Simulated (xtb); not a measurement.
C5H8O, triplet, from a rough starting geometry (a higher spin typed on purpose: for a closed-shell molecule this is an excited state); GFN2-xTB in xtb.

The xtb input:
```
$ xtb mol.xyz --gfn 2 --uhf 2 --opt vtight --json

# file mol.xyz
14

O      1.05785173     2.27831011    -0.42515562
C      0.52504542     1.20315215    -0.22873408
C      1.30706029    -0.13016522    -0.08031070
C      0.26110268    -1.13119134    -0.16170757
C     -1.07539676    -0.50116816     0.47308645
C     -0.88998716     0.84227001    -0.12352017
H      2.06733754    -0.20400189    -0.76721748
H      1.82389423    -0.03849580     0.94782880
H      0.49761417    -2.05413218     0.46463670
H      0.05500759    -1.45574173    -1.13001064
H     -0.97237371    -0.44450419     1.50309370
H     -1.94788381    -1.02839823     0.07418348
H     -1.34432414     0.99385913    -1.11051374
H     -1.41764178     1.64996335     0.52658689
```

Output, abridged:

```
   ID    Z sym.   atoms
    1    8 O      1
    2    6 C      2-6
    3    1 H      7-14

           -------------------------------------------------
          |                Calculation Setup                |
           -------------------------------------------------

           -------------------------------------------------
          |                 G F N 2 - x T B                 |
           -------------------------------------------------

          ...................................................
          :                      SETUP                      :
          :.................................................:
          :  # basis functions                  32          :
          :  # atomic orbitals                  32          :
          :  # shells                           20          :
          :  # electrons                        34          :
          :  max. iterations                   250          :
          :  Hamiltonian                  GFN2-xTB          :
          :  restarted?                      false          :
          :  GBSA solvation                  false          :
          :  PC potential                    false          :
          :  electronic temp.          300.0000000     K    :
          :  accuracy                    1.0000000          :
          :  -> integral cutoff          0.2500000E+02      :
          :  -> integral neglect         0.1000000E-07      :
          :  -> SCF convergence          0.1000000E-05 Eh   :
          :  -> wf. convergence          0.1000000E-03 e    :
          :  Broyden damping             0.4000000          :
          :  net charge                          0          :
          :  unpaired electrons                  2          :
          ...................................................

 iter      E             dE          RMSdq      gap      omega  full diag
   1    -18.8966647 -0.188967E+02  0.305E+00    5.95       0.0  T
   2    -18.9225238 -0.258591E-01  0.170E+00    5.22       1.0  T
   3    -18.9229760 -0.452166E-03  0.982E-01    5.62       1.0  T
   4    -18.9257448 -0.276886E-02  0.192E-01    5.61       1.0  T
   5    -18.9260492 -0.304367E-03  0.755E-02    5.56       1.0  T
   6    -18.9260589 -0.968598E-05  0.341E-02    5.56       1.0  T
   7    -18.9260596 -0.694022E-06  0.511E-03    5.56       5.2  T
   8    -18.9260596 -0.591306E-07  0.264E-03    5.56      10.1  T
   9    -18.9260596 -0.347006E-08  0.580E-04    5.56      46.1  T
  10    -18.9260596 -0.152867E-08  0.235E-04    5.56     113.9  T

   *** convergence criteria satisfied after 10 iterations ***

 transition dipole moment (au) for excitation:          17          18
     X       Y       Z
  -0.0072   0.0079   0.0033  total (au/Debye):    0.011   0.028
 dE (eV)             :    4.668
 oscillator strength :  0.20252E-04

         :::::::::::::::::::::::::::::::::::::::::::::::::::::
         ::                     SUMMARY                     ::
         :::::::::::::::::::::::::::::::::::::::::::::::::::::
         :: total energy             -18.669826782056 Eh    ::
         :: gradient norm              0.214451900236 Eh/a0 ::
         :: HOMO-LUMO gap              5.559456355695 eV    ::
         ::.................................................::
         :: SCC energy               -18.926049554221 Eh    ::
         :: -> isotropic ES            0.021134667706 Eh    ::
         :: -> anisotropic ES          0.000777078537 Eh    ::
         :: -> anisotropic XC          0.006107459448 Eh    ::
         :: -> dispersion             -0.008045906211 Eh    ::
         :: repulsion energy           0.256222772165 Eh    ::
         :: add. restraining           0.000000000000 Eh    ::
         :: total charge              -0.000000000000 e     ::
         :::::::::::::::::::::::::::::::::::::::::::::::::::::

      -----------------------------------------------------------
     |                   =====================                   |
[...]
 * total energy  :   -18.7047935 Eh     change       -0.3683607E-04 Eh
 * total energy  :   -18.7048126 Eh     change       -0.1904996E-04 Eh
 * total energy  :   -18.7048657 Eh     change       -0.5307244E-04 Eh
 * total energy  :   -18.7049297 Eh     change       -0.6406605E-04 Eh
 * total energy  :   -18.7049684 Eh     change       -0.3867310E-04 Eh
 * total energy  :   -18.7049918 Eh     change       -0.2339421E-04 Eh
 * total energy  :   -18.7049984 Eh     change       -0.6590830E-05 Eh
 * total energy  :   -18.7050006 Eh     change       -0.2182348E-05 Eh
 * total energy  :   -18.7050011 Eh     change       -0.4992771E-06 Eh
 * total energy  :   -18.7050013 Eh     change       -0.2319354E-06 Eh
 * total energy  :   -18.7050014 Eh     change       -0.1074419E-06 Eh
 * total energy  :   -18.7050015 Eh     change       -0.7290694E-07 Eh
   *** GEOMETRY OPTIMIZATION CONVERGED AFTER 26 ITERATIONS ***
         :: total energy             -18.705001473738 Eh    ::
[...]
        26                          0.1637704               4.4564
        27                          0.1955715               5.3218
        28                          0.2167288               5.8975
        29                          0.2520140               6.8577
       ...                                ...                  ...
        32                          0.4343748              11.8199
      -------------------------------------------------------------
                  HL-Gap            0.3135228 Eh            8.5314 eV
             Fermi-level           -0.2633655 Eh           -7.1665 eV

     #   Z          covCN         q      C6AA      α(0)
     1   8 O        0.855    -0.328    20.288     6.039
     2   6 C        2.821     0.091    25.960     8.349
     3   6 C        3.819    -0.037    21.218     6.555
     4   6 C        3.827    -0.058    21.598     6.613
     5   6 C        3.829    -0.060    21.639     6.619
     6   6 C        3.823    -0.036    21.206     6.553
     7   1 H        0.924     0.059     2.216     2.328
     8   1 H        0.924     0.063     2.167     2.302
     9   1 H        0.924     0.048     2.345     2.394
    10   1 H        0.924     0.047     2.353     2.399
    11   1 H        0.924     0.048     2.345     2.395
    12   1 H        0.925     0.048     2.349     2.397
    13   1 H        0.924     0.057     2.234     2.337
    14   1 H        0.924     0.059     2.214     2.327

 Mol. C6AA /au·bohr⁶  :       1607.249326
 Mol. C8AA /au·bohr⁸  :      35631.358464
 Mol. α(0) /au        :         59.606635

Wiberg/Mayer (AO) data.
largest (>0.10) Wiberg bond orders for each atom

 ---------------------------------------------------------------------------
     #   Z sym  total        # sym  WBO       # sym  WBO       # sym  WBO
 ---------------------------------------------------------------------------
     1   8 O    1.921 --     2 C    1.596     3 C    0.123     6 C    0.116
     2   6 C    3.363 --     1 O    1.596     6 C    0.851     3 C    0.842
     3   6 C    3.952 --     4 C    1.006     7 H    0.971     8 H    0.951
                             2 C    0.842     1 O    0.123
     4   6 C    3.996 --     5 C    1.008     3 C    1.006    10 H    0.978
                             9 H    0.965
     5   6 C    3.996 --     6 C    1.009     4 C    1.008    11 H    0.978
                            12 H    0.968
     6   6 C    3.957 --     5 C    1.009    14 H    0.962    13 H    0.959
                             2 C    0.851     1 O    0.116
     7   1 H    0.996 --     3 C    0.971
     8   1 H    0.995 --     3 C    0.951
     9   1 H    0.998 --     4 C    0.965
    10   1 H    0.998 --     4 C    0.978
    11   1 H    0.998 --     5 C    0.978
    12   1 H    0.998 --     5 C    0.968
    13   1 H    0.996 --     6 C    0.959
    14   1 H    0.996 --     6 C    0.962
 ---------------------------------------------------------------------------

Topologies differ in total number of bonds
Writing topology from bond orders to xtbtopo.mol

molecular dipole:
                 x           y           z       tot (Debye)
 q only:       -0.551      -1.212       0.478
   full:       -0.607      -1.341       0.391       3.871
molecular quadrupole (traceless):
                xx          xy          yy          xz          yz          zz
 q only:        3.014      -4.562      -4.646       1.387       2.815       1.633
  q+dip:        3.194      -5.700      -6.459       1.877       3.123       3.264
   full:        3.642      -5.806      -6.127       1.767       3.066       2.485

optimized geometry written to: xtbopt.xyz

           -------------------------------------------------
          | TOTAL ENERGY              -18.705001473738 Eh   |
          | GRADIENT NORM               0.000057008557 Eh/α |
          | HOMO-LUMO GAP               8.531389432703 eV   |
           -------------------------------------------------

normal termination of xtb
```
